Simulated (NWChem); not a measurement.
Molecule: SnBrF, singlet; SMILES [Sn]([F])[Br]

Low-valent species are run as closed-shell singlets; no triplet was tried in these runs. This build's default masses of Se (78.918 u) and Br (79.917 u) are each other's, which moves their modes by up to 0.6 %. def2 effective core potentials on Sn; no spin-orbit coupling.

Problem. Give the equilibrium geometry at PBE0/def2-SVP with def2 effective core potentials on Sn (NWChem) as a Z-matrix, with the point group.

Solution. point group Cs; any orientation.
```
Sn
F 1 1.9541
Br 1 2.5366 2 98.18
```
